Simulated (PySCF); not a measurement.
**Calculated NMR data**

PySCF calculation with geometry from GFN2-xTB and PBE0/pcSseg-1 with gauge-including orbitals; fast rotation and ring inversion assumed for equivalent nuclei, gas phase, no relativistic terms, single conformer.

References, each an isolated molecule treated in the same way: TMS for 1H (σ = 31.72 ppm), 13C (σ = 186.93 ppm). Splittings of carbon signals by F and P are missing where no couplings were computed. Where no couplings were computed, multiplicities follow the n + 1 count of equivalent neighbours, and m marks all less simple cases (inequivalent or close neighbours, rings, F or P nearby). Shifts are as computed. Against solution values, carbons near 30 ppm lie about +3 ppm off and those near 130 ppm about +5 ppm. Of 1211 compounds with measured shifts, 218 miss one by over three times the rms of a fit or turn the order of signals round; such compounds aren't used in these exercises.

**1.** SMILES C#CCP1CCOCC1, C₇H₁₁OP. 1H NMR (600 MHz, computed): δ 3.96 (m, 4H), 2.41 (m, 2H), 1.57 (m, 4H), 1.41 (t, 1H). 13C{1H} NMR (computed): δ 84.3, 76.1, 70.1, 32.7, 24.9.

**2.** SMILES CCn1nc(C)c(OC)n1, C₆H₁₁N₃O. 1H NMR (600 MHz, computed): δ 4.24 (q, 2H), 4.09 (s, 3H), 2.37 (s, 3H), 1.37 (t, 3H). 13C{1H} NMR (computed): δ 166.4 (C), 132.7 (C), 57.8 (CH3), 51.4 (CH2), 19.0 (CH3), 11.3 (CH3).
